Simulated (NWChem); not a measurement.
Molecule: C₂H₉NSi; SMILES C(C)[SiH2]N

```xyz
13

Si    -0.5719    -0.7217     0.1639
N      0.9289    -1.5244    -0.1939
C     -0.5086     1.0640    -0.4272
C      0.6043     1.9007     0.2000
H     -1.6356    -1.4859    -0.5590
H     -0.9413    -0.7058     1.6247
H      1.7763    -1.2211     0.2744
H      0.9232    -2.5360    -0.2674
H     -0.4054     1.0487    -1.5259
H     -1.4944     1.5161    -0.2173
H      0.5197     1.9353     1.2987
H      0.5888     2.9418    -0.1600
H      1.5993     1.4928    -0.0418
```
Atoms are numbered in this order, from 1.

Computed with NWChem. Geometry: optimised at PBE0/def2-SVP. B3LYP is NWChem's, with the RPA form of VWN correlation. Ions are spin-unrestricted doublets at the neutral geometry; other ion states weren't tried.

```tsv
level	vertical ionisation energy, ΔSCF (eV)	−ε(HOMO) (eV)	ΔSCF minus −ε(HOMO) (eV)
B3LYP/def2-SVP	9.21	6.73	2.48
PBE/def2-SVP	8.87	5.52	3.35
Hartree-Fock/def2-SVP	8.45	10.56	-2.11
BHandHLYP/def2-SVP	9.35	8.36	0.99
LRC-wPBEh/def2-SVP	?	?	?
```

Q: Some entries are withheld; supply them.

A: 
- LRC-wPBEh/def2-SVP, vertical ionisation energy, ΔSCF (eV): 9.38
- LRC-wPBEh/def2-SVP, −ε(HOMO) (eV): 8.88
- LRC-wPBEh/def2-SVP, ΔSCF minus −ε(HOMO) (eV): 0.50
